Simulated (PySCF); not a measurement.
## Working out the ionisation energy of Cs⁺

Cs⁺ [Xe] (1S) → Cs²⁺ [Kr] 4d10 5s2 5p5 (2P). Calculation: PySCF 2.14, in def2-TZVP with the def2 core potential (46 electrons) (5s3p3d, 29 functions); scalar relativity through the core potential. Frozen: 5s2. Energies in hartree (1 hartree = 27.21139 eV):

```tsv
part	Cs⁺ (lower)	Cs²⁺ (upper)
UHF	-19.726864	-18.890586
CCSD correlation	-0.089396	-0.059948
(T)	-0.000174	-0.000075
```

Task: What does Hartree-Fock give?

Result: (-18.890586) − (-19.726864) = 0.836278 hartree = 22.756 eV.

Task: What do CCSD and CCSD(T) give?

Result: The CCSD correlation energies differ by 0.029448 hartree = 0.801 eV and the triples by 0.000099 hartree = 0.003 eV, so CCSD gives 23.557 eV and CCSD(T) 23.560 eV.

Reference: 23.157 eV (measured; NIST Atomic Spectra Database, ionization energies), between the lowest levels; spin-orbit coupling is absent from the calculation.

What remains against the reference includes basis incompleteness, the frozen core and higher excitations.
